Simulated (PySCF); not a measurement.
# What a mistake does to a calculation on BGeH3NO cation

Calculated results; nothing here was measured. The program is PySCF 2.14.0, an open-source quantum chemistry code, run on an isolated molecule that a program drew, which may never have been made. The molecule is BGeH3NO cation (charge +1, singlet), drawn as the SMILES string `N=[B][GeH+][OH]`.

Each row is a Hartree-Fock (HF) and frozen-core CCSD(T) single point in the cc-pVDZ basis, meant for a local HF minimum. Run 1 is clean. Each other run has one planted mistake out of seven kinds, and not every kind appears here: one electron removed, one electron added, multiplicity raised by two, geometry at a saddle point, minimal basis STO-3G, one bond length entered in bohr, all coordinates scaled. The reference is restricted for singlets and unrestricted otherwise, and also for a bond in bohr. Adding or removing an electron swaps singlet and doublet. Electrons count all cores. HOMO and LUMO are orbital energies over both spins, the gradient is its largest component, and the lowest frequency (negative if imaginary) is given only where the gradient is small. Bond lengths are over the 6 bonds as drawn. T1 is the CCSD diagnostic: over 0.02 (restricted) or 0.045 (unrestricted) a single reference is doubtful. Germanium has the cc-pVDZ-PP basis, with a core potential (ECP10MDF) in place of its 10 inner electrons, and its 3s, 3p and 3d shells are frozen in CCSD(T).

Geometry of the clean run:
```xyz
7
BGeH3NO cation, angstrom
N     0.9031    1.4983   -0.9186
B     0.3588    1.0736    0.0775
Ge   -0.5439    0.3710    1.7348
O    -0.1932    1.0348    3.2576
H     1.3471    1.8440   -1.7371
H    -1.5584   -0.7308    1.8628
H     0.4295    1.7466    3.3776
```

```
run  electrons  basis functions  <S^2>  HOMO (eV)  LUMO (eV)  gradient (hartree/bohr)  lowest frequency (cm^-1)  mean bond (Å)  longest bond (Å)      T1  HF (hartree)  CCSD(T) (hartree)                          mistake
  1         54               80  0.000     -17.00      -5.69                  3.8e-05                       123         1.3956             2.014  0.0218    -448.86904         -449.41981                         no fault
  2         54               80  2.019     -12.69      -7.05                  1.7e-01                         -         1.3956             2.014  0.0197    -448.76872         -449.26661       multiplicity raised by two
  3         54               80  0.000     -17.63      -5.49                  9.1e-02                         -         1.3230             1.909  0.0186    -448.84144         -449.37621           all coordinates scaled
  4         54               80  0.876     -15.85      -5.47                  7.9e-02                         -         1.5428             2.014  0.0749    -448.69470         -449.25285  one bond length entered in bohr
  5         53               80  0.763     -25.01     -13.32                  9.6e-02                         -         1.3956             2.014  0.0242    -448.32583         -448.81828                                ?
  6         55               80  0.773      -7.01       1.79                  5.1e-02                         -         1.3956             2.014  0.0181    -449.10193         -449.65199                                ?
```

**Which mistake was planted in run 5, and what did it cost?**

It counts 53 electrons, one fewer than the clean run, at the same geometry and basis. So the mistake is: one electron removed. Subtracting run 1 and multiplying by 627.51 kcal/mol a hartree, the energy moved by 340.9 kcal/mol in HF and 377.5 kcal/mol in CCSD(T).

**Which mistake was planted in run 6, and what did it cost?**

It counts 55 electrons, one more than the clean run, at the same geometry and basis. So the mistake is: one electron added. Subtracting run 1 and multiplying by 627.51 kcal/mol a hartree, the energy moved by -146.1 kcal/mol in HF and -145.7 kcal/mol in CCSD(T).

Cautions from the logs. Run 1: T1 is over the limit, so its CCSD(T) energy is less reliable; run 4: T1 is over the limit, so its CCSD(T) energy is less reliable.
